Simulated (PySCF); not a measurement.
Two species compared at the same levels of theory.

First species: C5H9FOSi.
Atom-mapped SMILES: `[CH3:1][CH2:2][O:3][C:4]1=[CH:5][C@H:6]([F:7])[SiH2:8]1` (hydrogens: H9, H10, H11 on C1; H12, H13 on C2; H14 on C5; H15 on C6; H16, H17 on Si8)

Geometry (GFN2-xTB, Å), atoms numbered from 1 in this order:
```
atom  x, y, z in Å
C1     3.0355    0.5171    0.0921
C2     1.7078   -0.1819    0.3283
O3     0.6651    0.6816   -0.1038
C4    -0.5891    0.2259    0.0538
C5    -1.0726   -0.9110    0.5868
C6    -2.5652   -0.7467    0.4953
F7    -3.1674   -1.7090   -0.3157
Si8   -2.2828    0.9869   -0.3428
H9     3.1501    0.7493   -0.9632
H10    3.8524   -0.1258    0.4072
H11    3.0716    1.4451    0.6566
H12    1.6576   -1.1233   -0.2352
H13    1.5721   -0.4096    1.3944
H14   -0.5703   -1.7758    0.9866
H15   -3.0909   -0.8229    1.4519
H16   -2.7023    2.1505    0.4342
H17   -2.6786    1.0615   -1.7432
```

Second species: FH7SSi3.
SMILES: `F[Si@@H]([SiH3])S[SiH3]`

Levels: CAM-B3LYP/def2-SVPD for dipole moment, HOMO energy, LUMO energy, HOMO–LUMO gap, static isotropic polarisability and electronic spatial extent ⟨r²⟩ about the centre of nuclear charge; TDDFT CAM-B3LYP/def2-SVPD for lowest singlet excitation; TDA CAM-B3LYP/def2-SVPD for lowest triplet excitation (Tamm–Dancoff); GFN2-xTB for rotational constant A and rotational constant C. Geometries: GFN2-xTB. Each species is one conformer at its optimised geometry, gas phase, non-relativistic unless stated. Electronic properties by PySCF.

The conformers computed, where there is a choice (atom-mapped SMILES and torsion angles):
- `[CH3:1][CH2:2][O:3][C:4]1=[CH:5][C@H:6]([F:7])[SiH2:8]1`: C1–C2–O3–C4 -179°, C2–O3–C4–C5 2°
- `[F:1][Si@@H:2]([SiH3:3])[S:4][SiH3:5]`: F1–Si2–S4–Si5 44°

Values for the first species:

```
Dipole moment                                                     : 2.60 D
HOMO energy                                                       : -8.40 eV
LUMO energy                                                       : 0.83 eV
HOMO–LUMO gap                                                     : 9.23 eV
Lowest singlet excitation                                         : 6.16 eV
Lowest triplet excitation (Tamm–Dancoff)                          : 4.35 eV
Static isotropic polarisability                                   : 90.2 au
Electronic spatial extent ⟨r²⟩ about the centre of nuclear charge : 1566 bohr²
Rotational constant A                                             : 3.898 GHz
Rotational constant C                                             : 0.721 GHz
```

Estimate the same properties for the second species, and the change in each.

```tsv
property	first	second	second less first
dipole moment	2.60 D	0.82 D	-1.78 D
HOMO energy	-8.40 eV	-8.76 eV	-0.36 eV
LUMO energy	0.83 eV	0.04 eV	-0.79 eV
HOMO–LUMO gap	9.23 eV	8.80 eV	-0.43 eV
lowest singlet excitation	6.16 eV	5.68 eV	-0.48 eV
lowest triplet excitation (Tamm–Dancoff)	4.35 eV	5.31 eV	+0.96 eV
static isotropic polarisability	90.2 au	104.3 au	+14.1 au
electronic spatial extent ⟨r²⟩ about the centre of nuclear charge	1566 bohr²	1404 bohr²	-162 bohr²
rotational constant A	3.898 GHz	3.993 GHz	+0.095 GHz
rotational constant C	0.721 GHz	0.817 GHz	+0.096 GHz
```

On the first: A dipole of 2.60 D is allowed in C1, and pure rotational transitions are dipole-allowed. The vertical singlet–triplet gap S1 − T1 is 1.81 eV (TDDFT singlet less Tamm–Dancoff triplet).

On the second: The polarisability is 15.45 Å³ as a volume (1 au = 0.148185 Å³), or 1.41 au for each of the 74 electrons. No computed singlet falls in the visible range (750 to 380 nm, 1.65 to 3.26 eV); S1 lies 2.42 eV above its blue end.
